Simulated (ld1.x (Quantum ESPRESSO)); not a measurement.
# Before and after: RRKJ potential for H

hydrogen, norm-conserving RRKJ (Kleinman–Bylander form), made with ld1.x (Quantum ESPRESSO) 7.5 (PBE, scalar-relativistic). Core none, reference 1s1. Waves: 1s (bound): rc 1.25 bohr; 2p channel at 0.45 Ry: rc 1.35 bohr. Local part: the p channel. Core correction: none.

Change: wave 1s (bound): rc 1.25 bohr becomes 1s (bound): rc 0.98 bohr.

Cutoffs: the cutoffs (Ry, on a coarse ladder) from which the occupation-weighted sum of valence levels, in a spherical-Bessel basis at the reference potential, stays within 10 and 1 mRy of its value at 400 Ry; they do not see the model core or the augmentation charge, which bear on the density cutoff. Errors are all-electron minus pseudo energies relative to the spin-unpolarised reference configuration.

Problem. Predict the effect on cutoff, ghosts and configuration errors.

Solution. The potential gets harder (21 Ry and 35 Ry → 30 Ry and 50 Ry); neither file shows a bound ghost. A smaller radius makes the pseudo-wave follow the all-electron one further in, where it bends more sharply, so more plane waves are needed.

| quantity | base | changed |
| --- | --- | --- |
| cutoff, loose | 21 Ry | 30 Ry |
| cutoff, tight | 35 Ry | 50 Ry |
| bound ghosts | none | none |
| error for 1s0.5, meV [ΔE 4.76 eV] | +1.7 | +0.6 |
| s: phases at 1.50 bohr within 0.05 rad from the reference energy up to (Ry; the scan ends near 5) | to the end of the scan | to the end of the scan |
| p: phases at 1.50 bohr within 0.05 rad from the reference energy up to (Ry; the scan ends near 5) | to the end of the scan | to the end of the scan |
